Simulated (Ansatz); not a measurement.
Consider the ligand exchange at a P–O bond: `FB(F)OP` + H₂Se → `P[SeH]` + `OB(F)F`.

Gas-phase electronic energies from Ansatz, PBE0-D4/def2-TZVP geometries. CBS: MP2 limit from def2 TZ/QZ plus the TZ coupled-cluster correction, frozen cores. This one scheme is used for every species. Functionals use def2-TZVPP. B3LYP here is the variant with VWN-RPA as its local correlation; programs differ in this. HSE06 is defined as in plane-wave codes. For Se outer-core shells are correlated without core-valence functions, which leaves a few kJ/mol of doubt a bond. Scalar relativity is left out up to krypton. One conformer a species, not always the lowest.

`FB(F)OP`:

Z-matrix (Å, degrees):
```
B
F 1 1.318
O 1 1.345 2 119.5
F 1 1.325 2 118.1 3 179.4
P 3 1.671 1 125.6 2 -172.6
H 5 1.420 3 95.1 1 178.3
H 5 1.425 3 98.5 1 -89.0
```

H₂Se:

```xyz
3

Se   -0.406   -0.536   -0.127
H     0.830   -0.020   -0.725
H    -0.424    0.556    0.852
```

`P[SeH]`:

Z-matrix (Å, degrees):
```
P
Se 1 2.263
H 1 1.419 2 96.7
H 1 1.419 2 96.7 3 -93.8
H 2 1.468 1 92.8 3 -133.1
```

`OB(F)F`:

```xyz
5

O     0.926    0.308   -0.285
B    -0.195   -0.179    0.278
F    -0.124   -0.782    1.447
F    -1.383   -0.076   -0.305
H     0.775    0.729   -1.135
```

| level | ΔE (kJ/mol) |
| --- | --- |
| r2SCAN-D4 | -48.4 |
| B3LYP-D4 | -41.8 |
| r2SCANh-D4 | -48.8 |
| r2SCAN | -48.7 |
| HSE06 | -53.6 |
| MP2/def2-SVP | -46.1 |
| SCS-MP2/def2-TZVPP | -40.8 |
| SCS-MP2/def2-QZVPP | -42.6 |

(1) What does CCSD(T)/CBS give? (Estimate.)

(2) What do rigid-rotor, harmonic-oscillator terms from PBE0-D4/def2-TZVP frequencies (298.15 K, 1 bar) make of the CCSD(T)/CBS value? (An estimate is asked.)

Largest T1 diagnostic among the species: 0.013.

Results:

(1) The calculation gave: -46.1 kJ/mol. The listed levels differ from it by -2.3, 4.3, -2.7, -2.6, -7.5, 0.0, 5.3, 3.5 kJ/mol.

(2) The calculation gave: ΔZPE = +11.6 kJ/mol, ΔH = -37.4 kJ/mol, ΔS = -6 J/(mol·K), ΔG = -35.6 kJ/mol. Modes under 50 cm⁻¹ make the entropy rough.

At CCSD(T), def2-SVP lies +5.4 kJ/mol from the extrapolated value and def2-TZVPP +4.2 kJ/mol. In def2-TZVPP, CCSD(T) changes the Hartree–Fock value by −11.1 kJ/mol (the triples alone add −2.2 kJ/mol) and MP2 by −16.9 kJ/mol. From BLYP to BHLYP (50 % exact exchange), in def2-TZVPP and without D4, ΔE moves by +4.4 kJ/mol.
